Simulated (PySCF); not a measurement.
HZn, doublet, geometry from GFN2-xTB (such geometries of metal compounds can be far from the true shape) (the spin is typed, not shown lowest); R2SCAN/3-21G (PySCF).

The PySCF input:
```python
from pyscf import gto, scf, dft

mol = gto.M(
    atom='''
Zn   -0.000000   -0.000000   -0.054972
H     0.000000    0.000000    1.649168
''',
    basis='3-21g',
    charge=0,
    spin=1,
    verbose=4,
)

mf = dft.UKS(mol)
mf.xc = 'r2scan'
mf.kernel()
mf.analyze()
```

Predict the main parts of the log of this PySCF run.


```
PySCF version 2.14.0

[INPUT] verbose = 4
[INPUT] num. atoms = 2
[INPUT] num. electrons = 31
[INPUT] charge = 0
[INPUT] spin (= nelec alpha-beta = 2S) = 1
[INPUT] symmetry False subgroup None
[INPUT] Mole.unit = angstrom
[INPUT] Symbol           X                Y                Z      unit          X                Y                Z       unit  Magmom
[...]
nuclear repulsion = 9.31573481497999
number of shells = 13
number of NR pGTOs = 57
number of NR cGTOs = 29
basis = 3-21g
ecp = {}

******** <class 'pyscf.dft.uks.UKS'> ********
method = UKS
initial guess = minao
damping factor = 0
level_shift factor = 0
DIIS = <class 'pyscf.scf.diis.CDIIS'>
diis_start_cycle = 1
diis_space = 8
diis_damp = 0
SCF conv_tol = 1e-09
SCF conv_tol_grad = None
SCF max_cycles = 50
direct_scf = True
direct_scf_tol = 1e-13
number electrons alpha = 16  beta = 15
XC library pyscf.dft.libxc version 7.1.2
    S. Lehtola, C. Steigemann, M. J. T. Oliveira, and M. A. L. Marques,  SoftwareX 7, 1–5 (2018)
XC functionals = r2scan
    J. W. Furness, A. D. Kaplan, J. Ning, J. P. Perdew, and J. Sun,  J. Phys. Chem. Lett. 11, 8208–8215 (2020)
    J. W. Furness, A. D. Kaplan, J. Ning, J. P. Perdew, and J. Sun,  J. Phys. Chem. Lett. 11, 9248–9248 (2020)
    J. W. Furness, A. D. Kaplan, J. Ning, J. P. Perdew, and J. Sun,  J. Phys. Chem. Lett. 11, 8208–8215 (2020)
    J. W. Furness, A. D. Kaplan, J. Ning, J. P. Perdew, and J. Sun,  J. Phys. Chem. Lett. 11, 9248–9248 (2020)
radial grids:
    Treutler-Ahlrichs [JCP 102, 346 (1995); DOI:10.1063/1.469408] (M4) radial grids

becke partition: Becke, JCP 88, 2547 (1988); DOI:10.1063/1.454033
pruning grids: <function nwchem_prune>
grids dens level: 3
symmetrized grids: False
atomic radii adjust function: <function treutler_atomic_radii_adjust>
small_rho_cutoff = 0
Set gradient conv threshold to 3.16228e-05
tot grids = 30448
init E= -1769.44624127574

cycle= 1 E= -1770.89239590144  delta_E= -1.45  |g|= 0.281  |ddm|= 0.812
cycle= 2 E= -1770.88421053785  delta_E= 0.00819  |g|= 0.384  |ddm|= 0.521
cycle= 3 E= -1770.9126550249  delta_E= -0.0284  |g|= 0.0372  |ddm|= 0.276
cycle= 4 E= -1770.91349170962  delta_E= -0.000837  |g|= 0.00665  |ddm|= 0.0637
cycle= 5 E= -1770.91357335129  delta_E= -8.16e-05  |g|= 0.00129  |ddm|= 0.0195
cycle= 6 E= -1770.91357705531  delta_E= -3.7e-06  |g|= 0.000191  |ddm|= 0.00475
cycle= 7 E= -1770.91357712956  delta_E= -7.43e-08  |g|= 4.8e-05  |ddm|= 0.000788
cycle= 8 E= -1770.91357713055  delta_E= -9.87e-10  |g|= 7.77e-06  |ddm|= 8.71e-05
Extra cycle  E= -1770.91357713054  delta_E= 1e-11  |g|= 1.24e-05  |ddm|= 2.1e-05
converged SCF energy = -1770.91357713054  <S^2> = 0.75828916  2S+1 = 2.0082721
**** SCF Summaries ****
Total Energy =                       -1770.913577130541626
Nuclear Repulsion Energy =               9.315734814979992
One-electron Energy =                -2493.815312762397298
Two-electron Energy =                  713.586000816875753
Two-electron Coulomb Energy =          785.016478478136378
DFT Exchange-Correlation Energy =      -71.430477661260610
**** MO energy ****
                             alpha | beta                alpha | beta
[...]
To work with the spin densities directly, `use mulliken_meta_spin()` only printing them here.

 ** Mulliken spin pop alpha/beta on meta-lowdin orthogonal AOs **
 ** Mulliken Spin Density (per AO)  **
spin_pop of  0 Zn 1s        0.00000
spin_pop of  0 Zn 2s        0.00000
spin_pop of  0 Zn 3s        0.00003
spin_pop of  0 Zn 4s        0.39096
spin_pop of  0 Zn 5s        0.00403
spin_pop of  0 Zn 2px      -0.00000
spin_pop of  0 Zn 2py      -0.00000
spin_pop of  0 Zn 2pz       0.00000
spin_pop of  0 Zn 3px      -0.00000
spin_pop of  0 Zn 3py      -0.00000
spin_pop of  0 Zn 3pz      -0.00000
spin_pop of  0 Zn 4px       0.00001
spin_pop of  0 Zn 4py       0.00001
spin_pop of  0 Zn 4pz       0.16519
spin_pop of  0 Zn 5px       0.00000
spin_pop of  0 Zn 5py       0.00000
spin_pop of  0 Zn 5pz       0.00016
spin_pop of  0 Zn 3dxy     -0.00001
spin_pop of  0 Zn 3dyz      0.00000
spin_pop of  0 Zn 3dz^2     0.04151
spin_pop of  0 Zn 3dxz      0.00000
spin_pop of  0 Zn 3dx2-y2   -0.00001
spin_pop of  0 Zn 4dxy      0.00001
spin_pop of  0 Zn 4dyz     -0.00001
spin_pop of  0 Zn 4dz^2     0.00005
spin_pop of  0 Zn 4dxz     -0.00001
spin_pop of  0 Zn 4dx2-y2    0.00001
spin_pop of  1 H 1s        0.38068
spin_pop of  1 H 2s        0.01737
 ** Mulliken Spin Density (per atom)  **
spin density of  0 Zn =      0.60194
spin density of  1 H =      0.39806
 ** Mulliken pop alpha/beta on meta-lowdin orthogonal AOs **
 ** Mulliken pop       alpha | beta **
[...]
In total            16.00000 | 15.00000
 ** Mulliken atomic charges   ( Nelec_alpha | Nelec_beta ) **
charge of  0Zn =      0.42193  (    15.09001     14.48806 )
charge of  1H =     -0.42193  (     0.90999      0.51194 )
Dipole moment(X, Y, Z, Debye): -0.00000, -0.00000, -0.74809
```
